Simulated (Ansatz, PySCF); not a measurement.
Species: GaF₂, charge 1, multiplicity 1. 
Structure (B3LYP-D3(BJ)/def2-TZVP (Ansatz, an electronic-structure program) minimum search):
```
Ga
F 1 1.6703
F 1 1.6703 2 180.00
```
Charge +1, spin multiplicity 1.

Total electronic energies in hartree. Cores are frozen in the correlated levels unless marked. No spin-orbit coupling. Frozen are the shells of the preceding noble gas and the d and f shells that filled before the atom's block. Non-relativistic. CBS marks a two-point X^-3 extrapolation of the correlation energy; Hartree-Fock from the larger set.

| level | program | energy (Eh) |
|---|---|---|
| BLYP-D3(BJ)/def2-TZVPD | Ansatz + dftd3 | -2124.41426 |
| TPSS-D3(BJ)/def2-TZVPD | PySCF + dftd3 | -2124.35349 |
| TPSS-D4/def2-TZVPD | PySCF + dftd4 | -2124.35380 |
| M06-L-D4/def2-TZVPD | PySCF + dftd4 | -2124.26195 |
| r2SCAN0-D4/def2-TZVPD | Ansatz + dftd4 | -2124.19470 |
| M06-2X/def2-TZVPD | PySCF | -2124.27271 |
| CAM-B3LYP/def2-TZVPD | Ansatz | -2124.41558 |
| MP2/STO-3G | Ansatz | -2096.85813 |
| MP2/6-31G* | Ansatz | -2121.98038 |
| MP2/cc-pVDZ | Ansatz | -2122.26055 |
| MP2/cc-pVQZ | Ansatz | -2122.62097 |
| CCSD/6-31G | Ansatz | -2121.76998 |
| CCSD/aug-cc-pVQZ | Ansatz | -2122.61669 |
| CCSD(T)/aug-cc-pVTZ | Ansatz | -2122.57756 |
| CCSD(T)/CBS(aug-cc-pVTZ,aug-cc-pVQZ) | Ansatz | -2122.6680 |

Totals of different functionals don't rank their quality; only differences between species are comparable.
